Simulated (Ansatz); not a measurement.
Reaction (ligand exchange at the In–F bond): `[F][In]([F])[SH]` + dimethylamine → `C[N](C)[In]([F])[SH]` + H–F

Calculated with Ansatz (gas phase, PBE0-D4/def2-TZVP geometries, no zero-point term in ΔE). CBS: MP2 limit from def2 TZ/QZ plus the TZ coupled-cluster correction, frozen cores. This one scheme is used for every species. DFT in def2-TZVPP. def2 core potentials past Kr. For In outer-core shells are correlated without core-valence functions, which leaves a few kJ/mol of doubt a bond. One conformer a species, not always the lowest.

```tsv
level	ΔE (kJ/mol)
PBE-D4	45.8
r2SCAN-D4	50.2
ωB97M-V	47.7
PBE	53.1
r2SCAN	52.5
HF/def2-TZVPP	69.2
MP2/def2-TZVPP	25.2
CCSD(T)/def2-TZVPP	33.2
```

(1) What does CCSD(T)/CBS give? (Estimate.)

Largest T1 diagnostic among the species: 0.016.

## Answers

(1) Ansatz gave: +32.5 kJ/mol. The listed levels differ from it by 13.3, 17.7, 15.2, 20.6, 20.0, 36.7, -7.3, 0.7 kJ/mol.

In def2-TZVPP, CCSD(T) changes the Hartree–Fock value by −36.0 kJ/mol (the triples alone add −4.0 kJ/mol) and MP2 by −44.0 kJ/mol. The D4 term adds −11.5 kJ/mol with B3LYP and −6.6 kJ/mol with PBE0; it sums over pairs of atoms, weighted by their polarisabilities, and B3LYP, whose exchange is more repulsive, gets the larger term. From PBE to PBE0 (25 % exact exchange), in def2-TZVPP and without D4, ΔE moves by −3.2 kJ/mol.

B3LYP here is the variant with VWN-RPA as its local correlation; programs differ in this.
